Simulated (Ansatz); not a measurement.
Ansatz (a quantum-chemistry and plane-wave program) input (B3LYP-D3(BJ)/def2-TZVP):

Ansatz 0.2 input:
```yaml
crystal:
  periodic: [false, false, false]
  atoms:
    - {symbol: C, position_ang: [-0.19988434, -0.11006822, -0.21111815]}
    - {symbol: F, position_ang: [-0.78140254, -0.76655767, 0.78171548]}
    - {symbol: F, position_ang: [-0.69357359, 1.11609098, -0.29941437]}
    - {symbol: Br, position_ang: [1.66394970, -0.22840097, -0.26682537]}
basis:
  gaussian:
    orbitals: def2-TZVP
hamiltonian:
  xc: b3lyp
  dispersion: d3bj
magnetization: {spin_polarized: true, initial_magnetization: 1}
relax: {f_tol: 0.002, max_steps: 150}
```

Output:

```
Functional definition: B3LYP
integrals: 0.05 GiB planned
905 factors; their error is unknown
mean field: 0.74 GiB planned
mean field evaluation 1: about -76516.8442 eV, gradient 2.2e1 eV
mean field evaluation 2: about -76515.1760 eV, gradient 3.4e1 eV
mean field evaluation 4: about -76518.2421 eV, gradient 1.2e0 eV
mean field evaluation 8: about -76518.2502 eV, gradient 4.1e-2 eV
mean field evaluation 16: about -76518.6136 eV, gradient 7.3e-4 eV
mean field -76518.61362954 eV, -2812.0071847063 hartree, gradient 2.9e-5 eV, S^2 0.752983; 0 other end points of the search recorded, 0 dependent functions left out
the calculation of the forces begins
reference -76518.61381118 eV, -2812.0071913814 hartree; 30, 29 occupied and 111, 112 virtual orbitals, 905 factors
relax step   1: F+E_penalty+E_count = -76518.72488302 eV  Δ(F+E_penalty+E_count) = +0.000e0 eV  max|allowed force component| = 8.267e-1 eV/Å  Δτ_max = 0.0000 Å  (31 SCF iters, accepted)
these checks for a lower state are left out or cut short: starts, cluster_reference, orbital_swaps, neighbouring_geometries, increment
integrals: 0.05 GiB planned
905 factors; their error is unknown
mean field: 0.74 GiB planned
mean field -76518.62629667 eV, -2812.0076502149 hartree, gradient 1.6e-5 eV, S^2 0.753032; 0 other end points of the search recorded, 0 dependent functions left out
the calculation of the forces begins
reference -76518.62647848 eV, -2812.0076568964 hartree; 30, 29 occupied and 111, 112 virtual orbitals, 905 factors
relax step   2: F+E_penalty+E_count = -76518.73756335 eV  Δ(F+E_penalty+E_count) = -1.268e-2 eV  max|allowed force component| = 4.463e-1 eV/Å  Δτ_max = 0.0285 Å  (34 SCF iters, accepted)
these checks for a lower state are left out or cut short: starts, cluster_reference, orbital_swaps, neighbouring_geometries, increment
integrals: 0.05 GiB planned
905 factors; their error is unknown
mean field: 0.74 GiB planned
mean field evaluation 32: about -76518.6334 eV, gradient 2.4e-5 eV
mean field -76518.63344297 eV, -2812.0079128365 hartree, gradient 2.4e-5 eV, S^2 0.753111; 0 other end points of the search recorded, 0 dependent functions left out
the calculation of the forces begins
reference -76518.63362510 eV, -2812.0079195296 hartree; 30, 29 occupied and 111, 112 virtual orbitals, 905 factors
relax step   3: F+E_penalty+E_count = -76518.74432566 eV  Δ(F+E_penalty+E_count) = -6.762e-3 eV  max|allowed force component| = 1.815e-1 eV/Å  Δτ_max = 0.0206 Å  (35 SCF iters, accepted)
these checks for a lower state are left out or cut short: starts, cluster_reference, orbital_swaps, neighbouring_geometries, increment
integrals: 0.05 GiB planned
905 factors; their error is unknown
mean field: 0.74 GiB planned
mean field -76518.63392564 eV, -2812.0079305743 hartree, gradient 2.2e-5 eV, S^2 0.753115; 0 other end points of the search recorded, 0 dependent functions left out
the calculation of the forces begins
reference -76518.63410782 eV, -2812.0079372692 hartree; 30, 29 occupied and 111, 112 virtual orbitals, 905 factors
relax step   4: F+E_penalty+E_count = -76518.74479417 eV  Δ(F+E_penalty+E_count) = -4.685e-4 eV  max|allowed force component| = 9.681e-2 eV/Å  Δτ_max = 0.0018 Å  (35 SCF iters, accepted)
these checks for a lower state are left out or cut short: starts, cluster_reference, orbital_swaps, neighbouring_geometries, increment
integrals: 0.05 GiB planned
905 factors; their error is unknown
mean field: 0.74 GiB planned
mean field -76518.63414909 eV, -2812.0079387861 hartree, gradient 2.2e-5 eV, S^2 0.753102; 0 other end points of the search recorded, 0 dependent functions left out
the calculation of the forces begins
reference -76518.63433131 eV, -2812.0079454825 hartree; 30, 29 occupied and 111, 112 virtual orbitals, 905 factors
relax step   5: F+E_penalty+E_count = -76518.74504394 eV  Δ(F+E_penalty+E_count) = -2.498e-4 eV  max|allowed force component| = 1.937e-2 eV/Å  Δτ_max = 0.0026 Å  (35 SCF iters, accepted)
these checks for a lower state are left out or cut short: starts, cluster_reference, orbital_swaps, neighbouring_geometries, increment
integrals: 0.05 GiB planned
905 factors; their error is unknown
mean field: 0.74 GiB planned
mean field -76518.63411615 eV, -2812.0079375754 hartree, gradient 2.2e-5 eV, S^2 0.753108; 0 other end points of the search recorded, 0 dependent functions left out
the calculation of the forces begins
reference -76518.63429835 eV, -2812.0079442714 hartree; 30, 29 occupied and 111, 112 virtual orbitals, 905 factors
relax step   6: F+E_penalty+E_count = -76518.74501630 eV  Δ(F+E_penalty+E_count) = +2.765e-5 eV  max|allowed force component| = 2.600e-2 eV/Å  Δτ_max = 0.0021 Å  (35 SCF iters, rejected (line search))
these checks for a lower state are left out or cut short: starts, cluster_reference, orbital_swaps, neighbouring_geometries, increment
integrals: 0.05 GiB planned
905 factors; their error is unknown
mean field: 0.74 GiB planned
mean field -76518.63416228 eV, -2812.0079392708 hartree, gradient 2.2e-5 eV, S^2 0.753105; 0 other end points of the search recorded, 0 dependent functions left out
the calculation of the forces begins
reference -76518.63434450 eV, -2812.0079459670 hartree; 30, 29 occupied and 111, 112 virtual orbitals, 905 factors
relax step   7: F+E_penalty+E_count = -76518.74505680 eV  Δ(F+E_penalty+E_count) = -1.285e-5 eV  max|allowed force component| = 4.632e-4 eV/Å  Δτ_max = 0.0007 Å  (35 SCF iters, accepted)
integrals: 0.05 GiB planned
905 factors; their error is unknown
mean field: 0.74 GiB planned
mean field evaluation 64: about -76518.6340 eV, gradient 3.0e-1 eV
mean field -76518.63416228 eV, -2812.0079392708 hartree, gradient 2.2e-5 eV, S^2 0.753105; 1 other end points of the search recorded, 0 dependent functions left out
the calculation of the forces begins
reference -76518.63434450 eV, -2812.0079459670 hartree; 30, 29 occupied and 111, 112 virtual orbitals, 905 factors
Total energy: -76518.74523901 eV, -2812.0120212652 hartree
Atom 0 at    -0.224329    -0.116209    -0.224039 Å, force     0.000071    -0.000210    -0.000328 eV/Å
Atom 1 at    -0.781782    -0.760388     0.785253 Å, force     0.000012    -0.000303     0.000337 eV/Å
Atom 2 at    -0.694527     1.116123    -0.292322 Å, force     0.000033     0.000463    -0.000092 eV/Å
Atom 3 at     1.689727    -0.228462    -0.264535 Å, force    -0.000116     0.000050     0.000083 eV/Å
Dipole moment:     0.064241    -0.018486    -0.026991 e Å
```

It need not be the lowest isomer of its formula.
